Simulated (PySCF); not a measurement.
Atom-mapped SMILES (the numbers label the heavy atoms): `[CH2:1]=[CH:2][Si@:3]([NH2:4])([NH:5][CH3:6])[O:7][CH3:8]`. Each H is labelled by its parent atom. Ha(C1) is cis to Si3; Hb(C1) is trans to Si3.

[PySCF 2.14.0 with density-fitted response routines: σ from GIAO-PBE0/pcSseg-1; structure optimised with GFN2-xTB; relativity neglected; averaged over atoms made equivalent by symmetry, fast rotation or ring inversion; gas phase; single conformer]

Referencing at the same level of theory: $^{13}$C (σ = 186.93 ppm) and $^{1}$H (σ = 31.72 ppm) and $^{29}$Si (σ = 349.16 ppm) vs TMS; $^{15}$N (σ = 267.73 ppm) against NH3; $^{17}$O (σ = 336.08 ppm) against H2O.

| atoms | nucleus | count | δ (ppm) |
| --- | --- | --- | --- |
| C2 | $^{13}$C | 1 | ? |
| Hb(C1) | $^{1}$H | 1 | 6.41 |
| C1 | $^{13}$C | 1 | 139.6 |
| H(C2) | $^{1}$H | 1 | 6.43 |
| H(C6) | $^{1}$H | 3 | 2.73 |
| C6 | $^{13}$C | 1 | 29.3 |
| H(N4) | $^{1}$H | 2 | 0.55 |
| C8 | $^{13}$C | 1 | ? |
| H(C8) | $^{1}$H | 3 | ? |
| H(N5) | $^{1}$H | 1 | ? |
| N4 | $^{15}$N | 1 | 29.3 |
| Si3 | $^{29}$Si | 1 | -34.9 |
| Ha(C1) | $^{1}$H | 1 | ? |
| O7 | $^{17}$O | 1 | 11.9 |
| N5 | $^{15}$N | 1 | 33.0 |

Task: Fill in the missing shifts.

Result: 
- C2: 142.8 ppm, alkene CH; an sp2 carbon of a C=C bond
- C8: 52.0 ppm, methyl carbon bonded to O; pulled downfield by the heteroatom
- Ha(C1): 5.94 ppm, hydrogen on a terminal =CH2 carbon; a vinylic proton, deshielded by the sp2 carbon and the C=C anisotropy
- H(C8): 3.69 ppm, hydrogen on a methyl carbon bonded to O; its carbon carries O, which withdraws density
- H(N5): 0.25 ppm, hydrogen on a nitrogen bonded to C, Si; exchangeable, gas-phase position

Exchangeable OH/NH protons stand at their gas-phase positions; hydrogen bonding in a real sample shifts them, mostly to higher δ. Shifts are as computed. Against solution values, carbons near 30 ppm lie about +3 ppm off and those near 130 ppm about +5 ppm. Of 1211 compounds with measured shifts, 218 miss one by over three times the rms of a fit or turn the order of signals round; such compounds aren't used in these exercises. Experimental scales use liquid or dissolved standards, which lie at an offset from isolated NH3 (liquid NH3: subtract about 20 ppm) and H2O (liquid H2O: subtract about 36 ppm).
